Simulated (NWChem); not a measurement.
System: BGeH₅O₂; SMILES O[B](O)[GeH3]

Parts of the log:

```
             Northwest Computational Chemistry Package (NWChem) 7.3.0
             --------------------------------------------------------

                             Geometry "geometry" -> ""
                             -------------------------

 Output coordinates in angstroms (scale by  1.889725989 to convert to a.u.)

  No.       Tag          Charge          X              Y              Z
 ---- ---------------- ---------- -------------- -------------- --------------
    1 B                    5.0000    -0.00027000    -1.06930900     0.00092900
    2 Ge                  32.0000     0.00007800     1.02422600    -0.00208200
    3 H                    1.0000    -0.03668800     1.59106400    -1.43806000
    4 H                    1.0000    -1.22804100     1.60440200     0.73347700
    5 H                    1.0000     1.26437500     1.60311800     0.67071900
    6 O                    8.0000     1.14939300    -1.78788600    -0.00549800
    7 H                    1.0000     1.94331800    -1.24831800     0.00996300
    8 O                    8.0000    -1.14961800    -1.78846100    -0.00559900
    9 H                    1.0000    -1.94419500    -1.24990000     0.00983400

 Effective nuclear repulsion energy (a.u.)     244.9425338017

                              NWChem Property Module
                              ----------------------

  itol2e modified to match energy
  convergence criterion.

                                 NWChem DFT Module
                                 -----------------

 Summary of "ao basis" -> "ao basis" (spherical)
 ------------------------------------------------------------------------------
       Tag                 Description            Shells   Functions and Types
 ---------------- ------------------------------  ------  ---------------------
 B                          pcsseg-1                 7       17   3s3p1d
 Ge                         pcsseg-1                15       41   5s7p3d
 H                          pcsseg-1                 3        5   2s1p
 O                          pcsseg-1                 7       17   3s3p1d

  itol2e modified to match energy
  convergence criterion.

            General Information
            -------------------
          SCF calculation type: DFT
          Wavefunction type:  closed shell.
          No. of atoms     :     9
          No. of electrons :    58
           Alpha electrons :    29
            Beta electrons :    29
          Charge           :     0
          Spin multiplicity:     1
          Use of symmetry is: off; symmetry adaption is: off
          Maximum number of iterations: 150
          AO basis - number of functions:   117
                     number of shells:    51
          Convergence on energy requested:  1.00D-07
          Convergence on density requested:  1.00D-05
          Convergence on gradient requested:  5.00D-04

              XC Information
              --------------
                        BHLYP Method XC Functional
                     Hartree-Fock (Exact) Exchange  0.500
                        Slater Exchange Functional  0.500 local
                    Becke 1988 Exchange Functional  0.500 non-local
              Lee-Yang-Parr Correlation Functional  1.000

             Grid Information
             ----------------
          Grid used for XC integration:  fine
          Radial quadrature: Mura-Knowles
          Angular quadrature: Lebedev.
          Tag              B.-S. Rad. Rad. Pts. Rad. Cut. Ang. Pts.
          ---              ---------- --------- --------- ---------
          B                   0.85       70          10.0       590
          Ge                  1.25      140          10.0       974
          H                   0.35       60          12.0       590
          O                   0.60       70          11.0       590
          Grid pruning is: on
          Number of quadrature shells:   650
          Spatial weights used:  Erf1

[...]

          -----------------------------------------
          Chemical Shielding Tensors (GIAO, in ppm)
          -----------------------------------------

                                NWChem CPHF Module
                                ------------------

  scftype          =     RHF
  nclosed          =       29
  nopen            =        0
  variables        =     2552
  # of vectors     =        3
  tolerance        = 0.10D-03
  level shift      = 0.00D+00
  max iterations   =       50
  max subspace     =       30

 SCF residual:    4.7814212568928802E-005

Iterative solution of linear equations
  No. of variables     2552
  No. of equations        3
  Maximum subspace       30
        Iterations       50
       Convergence  1.0D-04

   iter   nsub   residual    time
   ----  ------  --------  ---------
     1      3    8.13D-01      81.7
     2      6    1.01D-01      93.7
     3      9    1.05D-02     105.4
     4     12    7.82D-04     117.5
     5     15    4.54D-05     129.6

      Atom:    1  B
        Diamagnetic
    197.3156      0.0048      0.0003
      0.0048    203.7818      0.1063
      0.0003      0.1063    173.0806

        Paramagnetic
   -143.1072     -0.0182     -0.0025
     -0.0182   -141.8561     -0.5571
     -0.0025     -0.5571    -79.2898

        Total Shielding Tensor
     54.2084     -0.0134     -0.0022
     -0.0134     61.9258     -0.4508
     -0.0022     -0.4508     93.7908

           isotropic =      69.9750
          anisotropy =      35.7333

          Principal Components and Axis System
                 1           2           3
               93.7972     61.9194     54.2083

      1        -0.0001     -0.0017      1.0000
      2        -0.0141      0.9999      0.0017
      3         0.9999      0.0141      0.0001

      Atom:    2  Ge
        Diamagnetic
   2758.3537      0.0106      0.0000
      0.0106   2761.6859      0.1136
      0.0000      0.1136   2757.1786

        Paramagnetic
   -993.2564      1.7729      0.1272
      1.7729  -1033.5888     23.1763
      0.1272     23.1763  -1084.0268

        Total Shielding Tensor
   1765.0973      1.7834      0.1273
      1.7834   1728.0970     23.2899
      0.1273     23.2899   1673.1517

           isotropic =    1722.1154
          anisotropy =      64.6316

          Principal Components and Axis System
                 1           2           3
             1765.2031   1736.5372   1664.6058

      1         0.9982     -0.0600      0.0049
      2         0.0581      0.9370     -0.3445
      3         0.0161      0.3442      0.9388

      Atom:    3  H
        Diamagnetic
     21.6668     -0.1947      0.4752
     -0.1947     25.7801     -8.0829
      0.4752     -8.0829     39.9270

        Paramagnetic
      1.0956      0.0533     -0.1203
      0.0533     -0.2653      2.0489
     -0.1203      2.0489     -3.7052

        Total Shielding Tensor
     22.7624     -0.1415      0.3549
     -0.1415     25.5148     -6.0340
      0.3549     -6.0340     36.2217

           isotropic =      28.1663
          anisotropy =      16.1663

          Principal Components and Axis System
                 1           2           3
               38.9438     22.8068     22.7483

      1         0.0236      0.2952      0.9551
      2        -0.4099      0.8743     -0.2601
      3         0.9118      0.3854     -0.1416

      Atom:    4  H
        Diamagnetic
     35.2486     -6.7574     -8.0925
     -6.7574     26.3060      4.3193
     -8.0925      4.3193     26.2205

        Paramagnetic
     -2.2830      1.6600      1.9935
      1.6600     -0.2562     -0.9627
      1.9935     -0.9627     -0.2118

        Total Shielding Tensor
     32.9656     -5.0974     -6.0991
     -5.0974     26.0498      3.3566
     -6.0991      3.3566     26.0087

           isotropic =      28.3413
          anisotropy =      16.4532

          Principal Components and Axis System
                 1           2           3
               39.3102     23.3574     22.3564

      1         0.7813      0.5085      0.3619
      2        -0.4177      0.8569     -0.3021
      3        -0.4637      0.0849      0.8819

      Atom:    5  H
        Diamagnetic
     36.0560      6.9479      7.6159
      6.9479     26.3226      3.9487
      7.6159      3.9487     25.4294

        Paramagnetic
     -2.4753     -1.6946     -1.8712
     -1.6946     -0.2537     -0.8728
     -1.8712     -0.8728     -0.0126

        Total Shielding Tensor
     33.5807      5.2532      5.7446
      5.2532     26.0689      3.0759
      5.7446      3.0759     25.4167

           isotropic =      28.3555
          anisotropy =      16.4666

          Principal Components and Axis System
                 1           2           3
               39.3332     23.3763     22.3569

      1         0.8041     -0.4938     -0.3311
      2         0.4168      0.8653     -0.2785
      3         0.4240      0.0859      0.9016

      Atom:    6  O
        Diamagnetic
    408.1425     -1.9646      0.0563
     -1.9646    387.3482      0.1694
      0.0563      0.1694    373.9315

        Paramagnetic
   -328.2724   -115.3333     -2.7000
   -115.3333   -214.7429      0.1939
     -2.7000      0.1939   -126.7418

        Total Shielding Tensor
     79.8701   -117.2980     -2.6437
   -117.2980    172.6053      0.3633
     -2.6437      0.3633    247.1897

           isotropic =     166.5550
          anisotropy =     129.5563

          Principal Components and Axis System
                 1           2           3
              252.9259    246.6473      0.0919

      1        -0.5387      0.1613      0.8269
      2         0.7880     -0.2509      0.5622
      3         0.2982      0.9545      0.0080

      Atom:    7  H
        Diamagnetic
     42.2300      5.4549      0.2590
      5.4549     29.6896      0.1688
      0.2590      0.1688     19.4044

        Paramagnetic
     -8.1418     -4.3064     -0.0061
     -4.3064     -3.7249     -0.0368
     -0.0061     -0.0368      1.9232

[...]
```

Level: BHandHLYP/pcSseg-1, GIAO. The geometry was optimised at PBE0/def2-SVP. NWChem prints the field gradient with the sign opposite to the second derivative of the potential. The printed shielding anisotropy is the first printed principal value minus the mean of the other two.

**Question.** Reconstruct the input file.

**Answer.** Several could match; the one computed here: the input that was run:
```
start job
memory heap 200 mb stack 900 mb global 1100 mb
geometry units angstroms noautosym nocenter noautoz
  B     -0.000270    -1.069309     0.000929
  Ge     0.000078     1.024226    -0.002082
  H     -0.036688     1.591064    -1.438060
  H     -1.228041     1.604402     0.733477
  H      1.264375     1.603118     0.670719
  O      1.149393    -1.787886    -0.005498
  H      1.943318    -1.248318     0.009963
  O     -1.149618    -1.788461    -0.005599
  H     -1.944195    -1.249900     0.009834
end
basis spherical
  * library pcsseg-1
end
dft
  xc bhlyp
  iterations 150
end
property
  shielding
  efieldgrad
end
task dft property
```
